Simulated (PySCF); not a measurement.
C5H11NSi.
InChI=1S/C5H11NSi/c1-4-5(6-2)3-7-4/h4-5H,2-3,7H2,1H3/t4-,5-/m1/s1

The calculation used TDDFT wB97X-D/def2-SVPD, vertical, gas phase, core orbitals frozen in the response in PySCF. The structure is a single GFN2-xTB conformer in the gas phase; no vibrational or solvent corrections. Torsions of this conformer, `[CH2:1]=[N:2][C@@H:3]1[CH2:4][SiH2:5][C@@H:6]1[CH3:7]`: C1–N2–C3–C4 -126°.

Each state is given a Gaussian of 0.5 eV full width at half maximum, with ε(max) = 2.175×10⁸ f / Δν̃ (Δν̃ the width in cm⁻¹). The width is an assumption, not a result. The curve ends short of the highest state used, and states not computed would add to its high-energy end.

```csv
λ (nm),ε (L mol⁻¹ cm⁻¹)
173.9,6378
177.9,2836
182.0,1492
186.1,917
190.1,471
194.2,172
198.2,46
202.3,9
206.4,1
210.4,0
214.5,0
218.6,0
222.6,2
226.7,6
230.7,14
234.8,27
238.9,44
242.9,58
247.0,65
251.1,62
255.1,52
259.2,39
263.2,26
267.3,15
271.4,8
275.4,4
279.5,2
283.6,1
287.6,0
291.7,0
```

Problem. Locate the maxima and give the states behind the curve.

Solution. 248 nm (5.00 eV), ε about 65, made up of S1 (100%) (ε in L mol⁻¹ cm⁻¹; maxima over ε = 5, shares over 10%). At its high-energy end, 7.13 eV, the curve is still rising (ε about 6400, from S4, S5 and S6). The states used: S1 5.00 eV (f 0.0012); S2 6.77 eV (f 0.017); S3 7.04 eV (f 0.0040); S4 7.17 eV (f 0.017); S5 7.37 eV (f 0.138); S6 7.47 eV (f 0.049); S7 7.67 eV (f 0.175); S8 7.73 eV (f 0.058).

Problem. What would ε be at 5.00 eV, the highest of these maxima, with half the width (0.25 eV)?

Solution. About 131 L mol⁻¹ cm⁻¹ against 65.3, a factor of about 2.00; a lone state at its own centre would give exactly 2.

Problem. Coming from long wavelengths, where does ε first pass 100 L mol⁻¹ cm⁻¹?

Solution. At about 196 nm (6.33 eV), 1.33 eV above S1.

Problem. On this curve, what absorbance would a 10⁻⁴ mol/L sample give at 254 nm over a 1 cm path?

Solution. 254 nm is 4.881 eV, where ε is about 56 L mol⁻¹ cm⁻¹, so A = ε c l ≈ 0.0056 (Beer–Lambert, with the gas-phase spectrum and the assumed width).
